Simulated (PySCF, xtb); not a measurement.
4-ethenyl-2,3-dihydroazete (C₅H₇N), SMILES C1(CCN=1)C=C. Other conformers were not sampled.

Harmonic wavenumbers (cm⁻¹) from GFN2-xTB in xtb at its own minimum, in rising order: 90, 195, 210, 382, 457, 643, 705, 782, 899, 943, 987, 1000, 1013, 1041, 1054, 1073, 1110, 1167, 1209, 1253, 1327, 1395, 1429, 1448, 1622, 1659, 2979, 2999, 3001, 3003, 3053, 3108, 3144.

Question: What does PBE-D3(BJ)/def2-SVP run with PySCF give at its own minimum? (Estimate from the structure and the level; the computed values follow.)

Answer: 85, 209, 218, 387, 453, 640, 685, 769, 890, 917, 927, 979, 991, 1015, 1046, 1058, 1110, 1134, 1201, 1242, 1289, 1371, 1386, 1409, 1591, 1649, 2973, 2985, 3029, 3048, 3077, 3096, 3186. Paired by order, the mean absolute difference is 20 cm⁻¹ and the zero-point energies are 66.3 and 65.8 kcal/mol.
